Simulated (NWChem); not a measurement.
BeHI; SMILES [BeH][I]

Computed with NWChem. Geometry: optimised at PBE0-D3(BJ)/def2-TZVP. def2 effective core potentials on I; no spin-orbit coupling.

For level TPSS/STO-3G (all-electron, non-relativistic):

```
Quantity                     Result
---------------------------  ------
highest occupied level (eV)   -5.36
orbital gap (eV)               6.15
dipole (D)                     0.56
```

Task: Estimate the same quantities for level TPSS/def2-SVP (core potentials).

Result: 
| Item | Value |
|---|---|
| highest occupied level (eV) | -7.12 |
| orbital gap (eV) | 5.58 |
| dipole (D) | 0.08 |
